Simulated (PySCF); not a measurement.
BBr3, SMILES BrB(Br)Br. Coordinates come from a PBE-D3(BJ)/def2-SVP optimisation. The isomer is the one that the SMILES or the coordinates give; other isomers of the formula were not compared.

Computed equilibrium geometry at PBE-D3(BJ)/def2-SVP (PySCF confirms it by a frequency run) as bond lengths and angles, and its point group:
point group D3h.
Atoms: B1 Br2 Br3 Br4. Bonded distances (Å): B1–Br2 1.912, B1–Br3 1.912, B1–Br4 1.912. Bond angles (°): Br2–B1–Br3 120.0, Br2–B1–Br4 120.0, Br3–B1–Br4 120.0.
